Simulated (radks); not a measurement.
Values are calculated unless marked as measured or tabulated.
Question: Coherent X-ray form factor from a spherical all-electron density. Code: a radial shooting solver on a logarithmic mesh with Libxc functionals. Model: scalar-relativistic Kohn-Sham, LDA (Slater exchange, Perdew-Wang correlation), spin-polarised, spherical densities, point nucleus.

sin(theta)/lambda (1/angstrom),f0 (electrons)
0.05,69.433
0.1,67.812
0.15,65.352
0.2,62.333
0.25,59.026
0.3,55.651
0.4,49.242
0.5,43.650
0.6,38.889
0.8,31.280
1,25.566
1.25,20.591
1.5,17.451
2,13.801

The species is in the configuration that NIST lists as its ground one. Which atom or ion scatters so?

Answer: The tungsten ion W4+, [Xe] 4f14 5d2. Extrapolating in s^2 from the first two rows gives f0(0) = 70.0, near the electron count 70; among species with that count, the fall with angle is slower the higher Z, and the table is that of Z = 74; from so few rows the species is fixed only to a neighbour or two.
